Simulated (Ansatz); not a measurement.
Naphthyltetrahydrothiophenium benzoate, `CCCCOc1ccc([S+]2CCCC2)c2ccccc12.O=C([O-])c1ccccc1`. Total charge 0; singlet. Geometry PBE-D4/def2-SVP.

Cartesian coordinates in Å:
```
C -6.2202 3.4890 -1.0461
C -4.8343 3.0036 -0.6215
C -3.6985 3.8868 -1.1491
C -2.3105 3.4032 -0.7599
O -2.0946 2.1299 -1.3675
C -0.9488 1.4565 -1.1074
C 0.0784 1.9340 -0.2949
C 1.2452 1.1574 -0.0953
C 1.3800 -0.0848 -0.6879
S 2.8750 -1.0742 -0.5170
C 4.1030 -0.0430 0.4025
C 4.8448 0.8487 -0.5841
C 5.0304 0.0288 -1.8672
C 3.6567 -0.5408 -2.2079
C 0.3362 -0.6355 -1.4996
C 0.4004 -1.9342 -2.0825
C -0.6242 -2.4003 -2.8915
C -1.7634 -1.5953 -3.1471
C -1.8723 -0.3394 -2.5686
C -0.8370 0.1656 -1.7337
H -6.4206 4.5186 -0.6813
H -6.3204 3.5068 -2.1517
H -7.0211 2.8333 -0.6497
H -4.7726 2.9595 0.4889
H -4.6712 1.9627 -0.9730
H -3.8137 4.9254 -0.7686
H -3.7525 3.9553 -2.2581
H -2.2232 3.3080 0.3480
H -1.5261 4.1182 -1.1001
H 0.0050 2.9108 0.1990
H 2.0352 1.5645 0.5491
H 3.5596 0.4503 1.2253
H 4.7484 -0.8127 0.8701
H 4.2464 1.7592 -0.8009
H 5.8101 1.1839 -0.1521
H 5.7561 -0.7931 -1.6841
H 5.4383 0.6375 -2.7008
H 3.6796 -1.4476 -2.8417
H 2.9892 0.2098 -2.6724
H 1.2409 -2.5917 -1.8204
H -0.5613 -3.4123 -3.3188
H -2.5705 -1.9760 -3.7912
H -2.7569 0.2886 -2.7406
O 0.9753 -3.0267 0.6407
C 1.3697 -2.3984 1.6423
O 2.1803 -1.3868 1.6294
C 0.8772 -2.8123 3.0197
C -0.0170 -3.8934 3.1308
C -0.4878 -4.2982 4.3878
C -0.0669 -3.6236 5.5470
C 0.8259 -2.5435 5.4426
C 1.2951 -2.1398 4.1836
H -0.3237 -4.3945 2.2002
H -1.1877 -5.1449 4.4686
H -0.4357 -3.9410 6.5354
H 1.1562 -2.0144 6.3507
H 1.9940 -1.2978 4.0725
```

Single mean-field runs in def2-SVP, def2-TZVP are fitted with def2-universal-jkfit.

(1) Estimate the orbital energies around the gap (eV) in Ansatz with PBE-D4/def2-SVP, PBE-D4/def2-TZVP, r2SCAN-D4/def2-SVP, PBE0-D4/def2-TZVP, BHLYP-D4/def2-SVP.

## Answers

(1) 
| orbital | PBE-D4/def2-SVP | PBE-D4/def2-TZVP | r2SCAN-D4/def2-SVP | PBE0-D4/def2-TZVP | BHLYP-D4/def2-SVP |
| --- | --- | --- | --- | --- | --- |
| HOMO−5 | -5.53 | -5.69 | -5.77 | -6.86 | -7.78 |
| HOMO−4 | -5.43 | -5.56 | -5.66 | -6.52 | -7.57 |
| HOMO−3 | -5.26 | -5.42 | -5.49 | -6.44 | -7.37 |
| HOMO−2 | -4.93 | -5.12 | -5.19 | -6.40 | -7.21 |
| HOMO−1 | -4.91 | -5.09 | -5.17 | -6.16 | -7.11 |
| HOMO | -4.32 | -4.61 | -4.66 | -6.00 | -6.74 |
| LUMO | -2.06 | -2.15 | -2.01 | -1.38 | -0.33 |
| LUMO+1 | -1.40 | -1.50 | -1.31 | -0.69 | 0.39 |
| LUMO+2 | -0.84 | -1.05 | -0.74 | -0.13 | 1.14 |
| LUMO+3 | -0.65 | -0.82 | -0.49 | 0.14 | 1.45 |
| LUMO+4 | -0.31 | -0.60 | -0.17 | 0.30 | 1.66 |
| LUMO+5 | -0.28 | -0.50 | -0.10 | 0.47 | 1.78 |
